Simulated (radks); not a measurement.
The numbers below are computed, except where a source is named.
Polarisability of the sulfur ion S+, [Ne] 3s2 3p3, at imaginary frequency. Code: a radial shooting solver on a logarithmic mesh with Libxc functionals. Model: scalar-relativistic Kohn-Sham, LB94 model potential, spin-polarised, spherical densities, finite nucleus; open shells are filled with parallel spins first; Fermi nuclear charge, rms radius 3.2611 fm. Response by self-consistent Sternheimer equations with the Hartree and adiabatic LDA kernel, the relativistic mass of each level held fixed and spin-orbit coupling left out.

w (hartree)  alpha1(iw) (bohr^3)
0.00266                    11.17
0.0143                     11.16
0.0360                     11.12
0.0697                     11.00
0.118                      10.71
0.186                      10.10
0.280                      9.025
0.413                      7.409
0.605                      5.421
0.892                      3.464
1.35                       1.923
2.12                      0.9320
3.59                      0.3951
6.94                      0.1416
17.5                     0.03276

Static values: alpha1 = 11.17 bohr^3 (1.655 angstrom^3; uncoupled 17.65). C6 = 55.48, triple-dipole C9 = 457.1 atomic units. One-pole (London) frequency 4 C6 / (3 alpha1^2) = 0.593 hartree, against 0.829 for minus the highest occupied eigenvalue.
